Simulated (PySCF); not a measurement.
Which determinant of IrN lies lowest?

Unrestricted PBE0; PySCF, scalar-relativistic core potentials, basis sets Ir def2-TZVPP with ECP60, N def2-TZVPP. Outer shells of the fragments: Ir 5d7 6s2; N 2s2 2p3.

Followed along the bond (rough minima from three points):

```tsv
2Ms+1	unpaired	⟨S²⟩ at the start	R at minimum (Å)	Te (eV)
1	none	0.00	1.58	0.00
3	σ ↑, π ↑	2.07	1.64	0.81
3	π ↑, δ ↑	2.15	1.67	1.21
1	π ↑, δ ↓	1.31	1.68	1.38
5	σ ↑, π ↑↑, δ ↑	6.02	1.74	1.60
3	σ ↑, π ↑↓, δ ↑	3.02	1.75	2.20
```

Solutions found at the starting distance of 1.840 Å, counted from the lowest of them; the search is not exhaustive and high or unbound solutions are not listed, so other states can lie among these:

```
2Ms+1        unpaired   term  E (eV)  ⟨S²⟩  ⟨Lz²⟩  μ (D)
    3        σ ↑, π ↑  mixed    0.00  2.07   2.92  -2.78
    3        π ↑, δ ↑  mixed    0.00  2.06   3.46  -2.78
    1            none    ¹Σ⁺    0.06  0.00   0.00  -2.52
    5  σ ↑, π ↑↑, δ ↑     ⁵Δ    0.12  6.02   4.01  -3.32
    3        π ↑, δ ↑  mixed    0.14  2.15   5.12  -2.60
    1        π ↑, δ ↓  mixed    0.18  1.31   5.01  -2.34
    3  σ ↑, π ↑↓, δ ↑  mixed    0.69  3.02   6.03  -3.34
    1            π ↑↓  mixed    0.86  1.96   5.13  -3.48
    5      π ↑↑, δ ↑↑    ⁵Σ⁺    0.92  6.02   0.00  -2.85
    3  σ ↑, π ↑↑, δ ↓  mixed    0.98  3.03   4.01  -2.88
```

A term symbol is given only where ⟨S²⟩ and ⟨Lz²⟩ are close to those of a pure state; real π, δ and φ orbitals otherwise mix terms. A positive dipole means Ir(−)N(+).

Task: Compare the gap between the two lowest followed solutions at the starting distance with the gap between their minima.

Result: At PBE0 the second solution (triplet, unpaired electrons σ ↑, π ↑) lies -0.06 eV from the first (singlet, closed shell) at 1.840 Å and +0.81 eV at the minima; the two curves relax by different amounts, since their minima lie near 1.64 and 1.58 Å.

Spin–orbit coupling is left out.
